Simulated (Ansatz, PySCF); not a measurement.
Stretching the Pb1–H2 bond in BrHPb (SMILES [Br][PbH]) (multiplicity 1 held, fragments rigid). Energies count from the point at 1.861 Å.
Geometry at that point (charge 0, multiplicity 1):
```xyz
3

Pb    -0.444    -0.366     0.531
H     -1.641    -0.965    -0.761
Br     1.086     0.885    -1.223
```

Restricted levels (R-, RO-) in cc, def2 and unpolarised 6-31G sets keep to the state of the molecule at rest. Unrestricted levels (U-) break spin symmetry where that is lower. Active spaces are followed from a long bond inwards. Left out are points that failed, MP2 points that dive below the minimum, coupled-cluster points behind a jump of the amplitudes or a sharp parting from full CI or MRCI, small-basis points behind a change of solution, and semi-empirical points at long bonds. Levels need not reach the same state.

Frozen-core correlation. Filled d and f shells under p-block atoms count as core. Rows in LANL2DZ carry no dispersion term and start afresh at each structure. LANL2DZ brings its own core potentials from Na on.

Run with Ansatz (an electronic-structure program) with Gaussian orbitals; PySCF for LANL2DZ rows. Each number belongs to the level named beside it. In def2 rows elements past Kr take small-core potentials, without spin–orbit coupling.

Energies in eV.

| R (Å) | U-HF/LANL2DZ | R-PBE/def2-TZVPP | U-r2SCAN/def2-TZVPP | U-CCSD/def2-TZVPP | FIC-MRCISD+Q on CASSCF(2,2)/def2-TZVPP |
|---|---|---|---|---|---|
| 1.489 | 0.82 | 1.10 | 1.04 | 1.11 | 1.11 |
| 1.675 | 0.10 | 0.22 | 0.19 | 0.21 | 0.21 |
| 1.861 | 0.00 | 0.00 | 0.00 | 0.00 | 0.00 |
| 2.047 | 0.23 | 0.11 | 0.14 | 0.13 | 0.13 |
| 2.233 | 0.63 | 0.37 | 0.44 | 0.43 | 0.42 |
| 2.512 | 1.12 | 0.88 | 0.99 | 0.99 | 0.94 |
| 2.791 | 1.38 | 1.38 | 1.52 | 1.54 | 1.44 |
| 3.256 | 1.57 | 2.10 | 2.05 | 2.18 | 2.05 |
| 3.721 | 1.63 | 2.63 | 2.31 | 2.43 | 2.36 |
| 4.280 | 1.65 | 3.04 | 2.46 | 2.50 | 2.50 |
| 5.024 | left out | 3.35 | 2.54 | 2.52 | 2.55 |
| 5.954 | left out | 3.53 | 2.56 | 2.52 | 2.56 |

Doubts at one or more of the structures used: a spin-contaminated determinant (U-HF/LANL2DZ, U-r2SCAN/def2-TZVPP, U-CCSD/def2-TZVPP); a restricted determinant that unrestricted orbitals would lower (R-PBE/def2-TZVPP); T1 above 0.05 (U-CCSD/def2-TZVPP).
